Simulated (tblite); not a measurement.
Species: C₇H₈OSi.
Bonds: C1–C2 (aromatic), C2–C3 (aromatic), C3–C4 (aromatic), C4–C5 (aromatic), C5–C6 (aromatic), C5–C7, C7–O8, O8–Si9, C1–C6 (aromatic), C4–Si9. Hydrogens: H10 on C1; H11 on C2; H12 on C3; H13 on C6; H14, H15 on C7; H16, H17 on Si9.

Computed with GFN2-xTB (tblite), gas phase: L-BFGS steps from a force-field or distance-geometry start until the largest atomic force falls under 0.01 eV/Å.

Step 12: E = -677.5038 eV
```
atom  x, y, z in Å  |  force x, y, z in eV/Å
C1      2.2414   -0.4741   -0.2329   -0.046   0.010   0.001
C2      2.1370    0.8950   -0.0382   -0.026   0.016  -0.001
C3      0.8939    1.4804    0.1355   -0.024   0.005  -0.004
C4     -0.2474    0.6969    0.1130    0.016   0.027   0.005
C5     -0.1338   -0.6794   -0.0850    0.006   0.042   0.009
C6      1.1064   -1.2703   -0.2571   -0.025   0.028   0.001
C7     -1.4542   -1.3980   -0.0862    0.045   0.003   0.007
O8     -2.5034   -0.4848    0.1235   -0.014  -0.059  -0.013
Si9    -2.0758    1.0860    0.3068    0.040  -0.023  -0.012
H10     3.2146   -0.9228   -0.3682   -0.003  -0.014   0.001
H11     3.0281    1.5058   -0.0239    0.006  -0.009   0.003
H12     0.7978    2.5462    0.2876    0.068  -0.013  -0.004
H13     1.1913   -2.3367   -0.4096   -0.015  -0.011   0.000
H14    -1.4894   -2.1516    0.7107    0.000  -0.010  -0.022
H15    -1.6230   -1.9036   -1.0454    0.002  -0.013   0.017
H16    -2.6392    1.8794   -0.7816   -0.012   0.008   0.005
H17    -2.4511    1.5437    1.6410   -0.017   0.013   0.006
```

Step 13: E = -677.5042 eV
```
atom  x, y, z in Å  |  force x, y, z in eV/Å
C1      2.2406   -0.4745   -0.2338   -0.021   0.026   0.015
C2      2.1378    0.8953   -0.0380   -0.029  -0.004  -0.012
C3      0.8947    1.4816    0.1352   -0.006   0.012   0.004
C4     -0.2474    0.6992    0.1138    0.018  -0.004  -0.008
C5     -0.1333   -0.6776   -0.0851   -0.004   0.032   0.021
C6      1.1058   -1.2708   -0.2567   -0.021   0.025  -0.012
C7     -1.4528   -1.3975   -0.0858    0.020   0.001   0.003
O8     -2.5036   -0.4860    0.1228   -0.006  -0.040  -0.005
Si9    -2.0771    1.0851    0.3068    0.044  -0.020  -0.009
H10     3.2139   -0.9239   -0.3681   -0.007  -0.009   0.000
H11     3.0301    1.5057   -0.0238   -0.018  -0.026   0.003
H12     0.8021    2.5479    0.2875    0.055  -0.019  -0.004
H13     1.1904   -2.3384   -0.4101   -0.022   0.030   0.008
H14    -1.4891   -2.1519    0.7101    0.010  -0.007  -0.013
H15    -1.6226   -1.9033   -1.0443    0.011  -0.018   0.002
H16    -2.6422    1.8782   -0.7809   -0.011   0.009   0.002
H17    -2.4543    1.5428    1.6405   -0.014   0.012   0.007
```

Step 14: E = -677.5046 eV
```
atom  x, y, z in Å  |  force x, y, z in eV/Å
C1      2.2400   -0.4743   -0.2342   -0.008   0.001   0.016
C2      2.1381    0.8953   -0.0381   -0.019   0.000  -0.015
C3      0.8955    1.4827    0.1349    0.004  -0.001   0.006
C4     -0.2472    0.7009    0.1143    0.018  -0.001  -0.011
C5     -0.1331   -0.6756   -0.0847   -0.003  -0.006   0.019
C6      1.1051   -1.2708   -0.2566   -0.007   0.039  -0.014
C7     -1.4513   -1.3970   -0.0855   -0.006  -0.003  -0.002
O8     -2.5038   -0.4874    0.1222    0.003  -0.011   0.002
Si9    -2.0774    1.0842    0.3066    0.020  -0.012  -0.002
H10     3.2132   -0.9249   -0.3680   -0.014  -0.002  -0.001
H11     3.0314    1.5050   -0.0237   -0.032  -0.032   0.002
H12     0.8066    2.5488    0.2873    0.039  -0.004  -0.002
H13     1.1892   -2.3388   -0.4103   -0.026   0.048   0.011
H14    -1.4887   -2.1521    0.7095    0.020  -0.007  -0.003
H15    -1.6220   -1.9032   -1.0434    0.021  -0.020  -0.010
H16    -2.6451    1.8772   -0.7803   -0.004   0.004   0.005
H17    -2.4574    1.5421    1.6402   -0.008   0.007  -0.002
```

Problem. Estimate the geometry and energy of step 15. (The exact step hangs on the optimiser's Hessian estimate; all steps are aligned on step 14, rigid shifts and turns removed.)

Solution. E = -677.5049 eV, largest force 0.060 eV/Å
```
atom  x, y, z in Å  |  force x, y, z in eV/Å
C1      2.2393   -0.4743   -0.2342    0.014  -0.003   0.011
C2      2.1381    0.8953   -0.0384   -0.006  -0.011  -0.013
C3      0.8962    1.4835    0.1348    0.013  -0.001   0.005
C4     -0.2467    0.7024    0.1145    0.000  -0.007  -0.009
C5     -0.1329   -0.6741   -0.0841   -0.011  -0.016   0.012
C6      1.1044   -1.2700   -0.2568   -0.001   0.021  -0.012
C7     -1.4501   -1.3967   -0.0853   -0.021  -0.010  -0.006
O8     -2.5038   -0.4887    0.1217    0.010   0.014   0.007
Si9    -2.0772    1.0833    0.3065   -0.007  -0.001   0.004
H10     3.2123   -0.9257   -0.3680   -0.017   0.003   0.000
H11     3.0319    1.5038   -0.0237   -0.028  -0.026   0.001
H12     0.8110    2.5494    0.2870    0.023   0.011   0.001
H13     1.1878   -2.3382   -0.4103   -0.026   0.053   0.011
H14    -1.4880   -2.1522    0.7089    0.026  -0.008   0.006
H15    -1.6211   -1.9034   -1.0429    0.028  -0.018  -0.016
H16    -2.6477    1.8762   -0.7797    0.003  -0.001   0.009
H17    -2.4603    1.5415    1.6398    0.000   0.001  -0.012
```

The energy changes by -0.0003 eV. The first-order estimate −F·Δx gives -0.0004 eV and the mean of the old and new forces, exact on a quadratic surface, -0.0003 eV. The step makes an angle of 61° with the force vector and moves no atom by more than 0.004 Å.

What follows is the cost of the whole relaxation. Time: 0.28 s of wall time. Hardware: one thread, Arm Neoverse N1 (aarch64), shared host with 64 logical CPUs at a one-minute load of 60.
